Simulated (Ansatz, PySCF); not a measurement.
Molecule: C₂H₇Si, charge -1, multiplicity 1. SMILES: C[CH-][SiH3]
Coordinates optimised at B3LYP-D3(BJ)/def2-TZVP (Ansatz, a first-principles code):
```
C
H 1 1.0918
C 1 1.5108 2 114.88
H 3 1.0999 1 110.96 2 -172.80
H 3 1.1040 4 105.59 1 -122.25
H 3 1.1130 4 105.01 5 -110.69
Si 1 1.7718 2 116.23 3 154.08
H 7 1.5090 1 112.11 2 37.26
H 7 1.5163 8 106.60 1 -124.25
H 7 1.5493 8 99.45 9 -101.08
```
Charge -1, spin multiplicity 1.

Unscaled harmonic wavenumbers (cm⁻¹) in rising order, each level at the stationary point that it reaches from this structure (no distance between atoms moves by over 0.3 Å); the order of modes can differ between levels, and a negative number is imaginary. B3LYP-D3(BJ)/def2-TZVP (PySCF, at the structure above): 155, 183, 231, 429, 633, 656, 767, 867, 976, 1001, 1022, 1048, 1079, 1285, 1390, 1462, 1501, 1794, 2014, 2060, 2756, 2887, 2964, 3050.

HF/3-21G (Ansatz): 150, 174, 281, 439, 698, 711, 803, 935, 1099, 1117, 1126, 1144, 1162, 1421, 1558, 1658, 1700, 1833, 2032, 2077, 2971, 3054, 3127, 3237. Zero-point energy 49.3 against 46.0 kcal/mol; where all levels lie over 400 cm⁻¹, the wavenumbers are on average 1.078 times those of B3LYP-D3(BJ)/def2-TZVP.

HF/6-31G* (Ansatz): 169, 183, 264, 479, 717, 718, 821, 953, 1079, 1116, 1142, 1155, 1162, 1429, 1552, 1625, 1666, 1935, 2127, 2173, 2983, 3051, 3139, 3195. Zero-point energy 49.8 against 46.0 kcal/mol; where all levels lie over 400 cm⁻¹, the wavenumbers are on average 1.091 times those of B3LYP-D3(BJ)/def2-TZVP.

B3LYP/6-31G* (Ansatz): 170, 196, 249, 475, 638, 669, 769, 840, 1001, 1037, 1054, 1069, 1102, 1314, 1436, 1499, 1545, 1772, 2020, 2043, 2768, 2863, 2988, 3043. Zero-point energy 46.5 against 46.0 kcal/mol; where all levels lie over 400 cm⁻¹, the wavenumbers are on average 1.016 times those of B3LYP-D3(BJ)/def2-TZVP.
